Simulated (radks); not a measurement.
Exchange energies: the exact (Fock) value of the Kohn-Sham orbitals and density-functional approximations, as 100 (|E| - |E exact|)/|E exact|, negative where the magnitude is too small. Species: Ag+ [Kr] 4d10; In2+ [Kr] 4d10 5s1; He [He]; Cu [Ar] 3d10 4s1. Calculated with a radial shooting solver on a logarithmic mesh with Libxc functionals: non-relativistic Kohn-Sham, exchange-only LDA, spin-polarised, spherical densities, point nucleus. Every spin shell is full or empty, so the densities are truly spherical. Functionals are evaluated on that one density, not self-consistently.

[
 {"functional": "exact (hartree)", "Ag+": "-143.596", "In2+": "-153.215", "He": "-0.986982", "Cu": "-65.4144"},
 {"functional": "LDA", "Ag+": "-4.94", "In2+": "-4.89", "He": "-13.60", "Cu": "-5.59"},
 {"functional": "PBEsol", "Ag+": "-2.28", "In2+": "-2.27", "He": "-5.29", "Cu": "-2.24"},
 {"functional": "revPBE", "Ag+": "-0.25", "In2+": "-0.28", "He": "+0.74", "Cu": "+0.31"},
 {"functional": "RPBE", "Ag+": "-0.19", "In2+": "-0.22", "He": "+1.01", "Cu": "+0.40"},
 {"functional": "PW91", "Ag+": "+0.02", "In2+": "0.00", "He": "-0.43", "Cu": "+0.53"},
 {"functional": "PW86", "Ag+": "-0.13", "In2+": "-0.18", "He": "+1.21", "Cu": "+0.70"},
 {"functional": "WC", "Ag+": "-0.85", "In2+": "-0.86", "He": "-2.88", "Cu": "-0.57"},
 {"functional": "SOGGA", "Ag+": "-2.30", "In2+": "-2.29", "He": "-5.50", "Cu": "-2.26"},
 {"functional": "APBE", "Ag+": "+0.35", "In2+": "+0.32", "He": "+0.90", "Cu": "+1.01"},
 {"functional": "revTPSS", "Ag+": "-0.88", "In2+": "-0.91", "He": "+0.61", "Cu": "-0.26"},
 {"functional": "r2SCAN", "Ag+": "-0.07", "In2+": "-0.09", "He": "+0.72", "Cu": "+0.36"},
 {"functional": "TASK", "Ag+": "-2.26", "In2+": "-2.23", "He": "+0.72", "Cu": "-2.38"}
]
